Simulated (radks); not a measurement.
Spherical quantum dot in the effective-mass picture: electrons in a parabolic well V = omega^2 r^2 / 2 with omega = 0.0619, with a point charge +1 (a donor) at the centre, all in effective atomic units (hartree* = m*/eps^2 hartree, bohr* = eps/m* bohr), one dielectric constant everywhere. Calculated with a radial shooting solver with Libxc functionals: non-relativistic Kohn-Sham, LDA (Slater exchange, Perdew-Wang correlation), spin-polarised, spherical densities. Levels are named by radial order and angular momentum (1s, 1p, 1d, 2s, ...), and open shells are averaged over m. Results are scaled to m* = 0.035 and eps = 4.4, for which hartree* = 49.19 meV and bohr* = 6.653 nm. Each electron was tried in the lowest free levels, single moves between levels near the top were tried too, and the lowest total energy was kept; such a search can miss a lower state. At N = 1 the Hartree and exchange-correlation terms need not cancel, so that row can carry a self-interaction error.

N,open shells,2S,E (meV),mu = E(N) - E(N-1) (meV),addition energy mu(N+1) - mu(N) (meV),rms radius (nm)
1,"1s(up 1, down 0)",1,-23.2391,-23.239,22.94,11.93
2,none,0,-23.5364,-0.29736,14.63,18.30
3,"2s(up 1, down 0)",1,-9.20084,14.336,4.725,33.71
4,"1p(up 1, down 0) 2s(up 1, down 0)",2,9.85976,19.061,4.671,40.81
5,"1p(up 2, down 0) 2s(up 1, down 0)",3,33.5909,23.731,4.447,46.12
6,"1p(up 3, down 0) 2s(up 1, down 0)",4,61.7695,28.179,5.007,50.49
7,"1p(up 3, down 0)",3,94.9551,33.186,3.935,54.61
8,"1p(up 3, down 1)",2,132.075,37.120,3.726,58.02
9,"1p(up 3, down 2)",1,172.921,40.846,3.637,61.06
10,none,0,217.404,44.483,4.533,63.83
11,"1d(up 1, down 0)",1,266.420,49.016,3.346,66.59
12,"1d(up 2, down 0)",2,318.781,52.362,3.278,69.11
13,"1d(up 3, down 0)",3,374.421,55.640,3.212,71.44
14,"1d(up 4, down 0)",4,433.273,58.852,3.149,73.61
15,"1d(up 5, down 0)",5,495.274,62.001,3.570,75.65
16,"1d(up 5, down 1)",4,560.844,65.571,2.976,77.62
17,"1d(up 5, down 2)",3,629.391,68.547,2.933,79.49
18,"1d(up 5, down 3)",2,700.871,71.480,2.890,81.27
19,"1d(up 5, down 4)",1,775.240,74.370,2.849,82.96
20,none,0,852.459,77.218,3.679,84.59
21,"1f(up 1, down 0)",1,933.356,80.897,2.721,86.23
22,"1f(up 2, down 0)",2,1016.97,83.618,2.688,87.79
23,"1f(up 3, down 0)",3,1103.28,86.306,2.655,89.30
24,"1f(up 4, down 0)",4,1192.24,88.961,2.624,90.75
25,"1f(up 5, down 0)",5,1283.83,91.585,2.594,92.15
26,"1f(up 6, down 0)",6,1378.00,94.179,2.564,93.51
27,"1f(up 7, down 0)",7,1474.75,96.743,2.930,94.83
28,"1f(up 7, down 1)",6,1574.42,99.673,2.482,96.12
29,"1f(up 7, down 2)",5,1676.58,102.15,2.459,97.38
30,"1f(up 7, down 3)",4,1781.19,104.61,2.436,98.60
31,"1f(up 7, down 4)",3,1888.24,107.05,2.413,99.79
32,"1f(up 7, down 5)",2,1997.70,109.46,2.392,100.9
33,"1f(up 7, down 6)",1,2109.56,111.85,2.370,102.1
34,none,0,2223.78,114.22,2.625,103.2
35,"3s(up 1, down 0)",1,2340.63,116.85,2.477,104.3
36,none,0,2459.96,119.33,2.439,105.4
37,"2p(up 2, down 0) 3s(up 1, down 0)",3,2581.72,121.77,2.245,106.4
38,"2p(up 3, down 0) 3s(up 1, down 0)",4,2705.74,124.01,2.377,107.4
39,"2p(up 3, down 0) 1g(up 1, down 0) 3s(up 1, down 0)",5,2832.12,126.39,-,108.5

All shells are closed at N = 2, 10, 20, 34, 36 (there: 1s2 1p6 1d10 2s2 1f14 3s2); the second difference of the energy has clear peaks (12 % above both neighbours; the first and last values, which can be the largest, are not judged, and half-filled shells can peak too) at N = 6, 10, 15, 20, 27.
